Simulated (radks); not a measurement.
Question: The mean radii <r> (bohr) of the occupied orbitals of an atom or ion are listed with their occupations. All-electron calculation, scalar-relativistic Kohn-Sham, BLYP, spin-unpolarised, spherical densities, point nucleus. Program: a radial shooting solver on a logarithmic mesh with Libxc functionals.

orbital  occ.    <r>
1s          1  1.636

Name the element and its charge.

Answer: Z = 1, hydrogen, charge 0: H in 1s1. The 1s radius gives Z: for a bare nucleus <r> = (2 gamma + 1)/(2Z) with gamma = sqrt(1 - (Z/c)^2), 1.5 bohr for Z = 1, and the self-interaction of the functional makes it slightly larger (1.636 here). The occupations add up to 1, and the charge is Z minus that.
